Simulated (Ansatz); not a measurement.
Consider the ligand exchange at the Si–C bond: `B/C=C/[SiH3]` + `[NH2][GeH2][OH]` → `[OH][GeH2][NH][SiH3]` + `BC=C`.

Computed with Ansatz on PBE0-D4/def2-TZVP structures; ΔE is electronic, products minus reactants. CBS: MP2 limit from def2 TZ/QZ plus the TZ coupled-cluster correction, frozen cores. DFT in def2-TZVPP. B3LYP here is the variant with VWN-RPA as its local correlation; programs differ in this. For Ge outer-core shells are correlated without core-valence functions, which leaves a few kJ/mol of doubt a bond. Scalar relativity is left out up to krypton. Each species was taken in one conformer, which may not be the lowest.

| level | ΔE (kJ/mol) |
| --- | --- |
| r2SCAN-D4 | -63.9 |
| B3LYP-D4 | -67.0 |
| ωB97X-V | -67.3 |
| r2SCAN | -63.7 |
| CCSD(T)/def2-TZVPP | -69.1 |
| HF/def2-QZVPP | -76.4 |
| MP2/def2-QZVPP | -70.3 |
| MP2/CBS(def2) | -69.6 |

(1) What does CCSD(T)/CBS give? (Best estimate.)

Largest T1 diagnostic among the species: 0.012.

Answers

(1) Ansatz gave: -67.8 kJ/mol. The listed levels differ from it by 3.9, 0.8, 0.5, 4.1, -1.3, -8.6, -2.5, -1.8 kJ/mol.

From PBE to PBE0 (25 % exact exchange), in def2-TZVPP and without D4, ΔE moves by −4.6 kJ/mol. In def2-TZVPP, CCSD(T) changes the Hartree–Fock value by +7.0 kJ/mol (the triples alone add +1.1 kJ/mol) and MP2 by +5.1 kJ/mol.
